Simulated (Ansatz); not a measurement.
`FC(Cl)C(F)(F)Br` and `FC(F)(Br)Br` differ in one atom or group.

Ansatz, PBE0-D4/def2-TZVP geometries, multiplicity 1. Each molecule was computed in one conformer, which needn't be the lowest.

Scalar relativity is left out up to krypton.

```
                                      property  `FC(Cl)C(F)(F)Br`
             HOMO energy (PBE/def2-TZVPP) / eV              -7.53
         LUMO energy (ωB97M-V/def2-TZVPP) / eV               1.28
zero-point energy (PBE0-D4/def2-TZVP) / kJ/mol               88.3
            HOMO energy (PBE0/def2-TZVPP) / eV              -8.95
       HOMO–LUMO gap (ωB97M-V/def2-TZVPP) / eV              12.50
           LUMO energy (B3LYP/def2-TZVPP) / eV              -1.21
```

Q: Give the same properties after the change, and the shifts. (An estimate is asked.)

A: The calculation gave: 
```json
{"property": "HOMO energy (PBE/def2-TZVPP) / eV", "`FC(F)(Br)Br`": "-7.26", "shift": "0.27"}
{"property": "LUMO energy (ωB97M-V/def2-TZVPP) / eV", "`FC(F)(Br)Br`": "0.45", "shift": "-0.83"}
{"property": "zero-point energy (PBE0-D4/def2-TZVP) / kJ/mol", "`FC(F)(Br)Br`": "31.5", "shift": "-56.8"}
{"property": "HOMO energy (PBE0/def2-TZVPP) / eV", "`FC(F)(Br)Br`": "-8.60", "shift": "0.35"}
{"property": "HOMO–LUMO gap (ωB97M-V/def2-TZVPP) / eV", "`FC(F)(Br)Br`": "11.28", "shift": "-1.22"}
{"property": "LUMO energy (B3LYP/def2-TZVPP) / eV", "`FC(F)(Br)Br`": "-1.98", "shift": "-0.77"}
```

With PBE0 the HOMO rises by 0.35 eV and the LUMO falls by 0.80 eV, so the gap narrows by about 1.15 eV. PBE moves the HOMO by 0.27 eV and ωB97M-V by 0.40 eV. The zero-point energy changes by -56.8 kJ/mol with -9 modes.

B3LYP here is the variant with VWN-RPA as its local correlation; programs differ in this.

Spin–orbit coupling is left out; it splits and shifts lone-pair levels of the heavy atoms by tenths of an eV.
